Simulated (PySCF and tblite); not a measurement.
3-formyl-1-fluorobenzene, C₇H₅FO, numbered as in [O:1]=[CH:2][c:3]1[cH:4][cH:5][cH:6][c:7]([F:8])[cH:9]1.

Conformers came from 60 starts (ETKDG and KDG, MMFF94s, GFN2-xTB); geometries are GFN2-xTB. Energies: PBE0-D3(BJ)/pcSseg-1 (IEF-PCM, benzene), with GFN2-xTB thermal terms (modes under about 100 cm⁻¹ blended into free rotors). Symmetry numbers and mirror images are counted. Conformers within 3 kcal/mol (GFN2-xTB free energy) were kept, 3 at most. Couplings: B3LYP/6-31G* with pcJ-1 on H, F (gas phase; spin-dipole term only for pairs with B, N, F, Si or P). Couplings are for ¹⁹F, ¹H. H–H couplings come out 0.1 to 0.9 Hz lower than with pcJ-1 on all atoms. Programs: PySCF with density fitting and tblite.

Torsions listed: O1–C2–C3–C4.

```csv
conformer,shape,weight %
1,180°,59.4
2,0°,40.6
```

Give the couplings in each conformer and the averages at 298.15 K (pairs that fast motion interchanges averaged).


```json
{"coupling": "³J(H6,F8)", "pairs": "1", "1": "7.9", "2": "8.2", "average (Hz)": "8.0"}
{"coupling": "³J(F8,H9)", "pairs": "1", "1": "9.0", "2": "8.5", "average (Hz)": "8.8"}
{"coupling": "³J(H4,H5)", "pairs": "1", "1": "8.6", "2": "8.9", "average (Hz)": "8.7"}
{"coupling": "³J(H5,H6)", "pairs": "1", "1": "9.3", "2": "9.2", "average (Hz)": "9.3"}
```

Computed couplings to fluorine can be off by tens of per cent at such levels.


Conformer gaps in pcSseg-1 on xTB geometries can be 2 kcal/mol off for S=O, P=O and other polar bonds.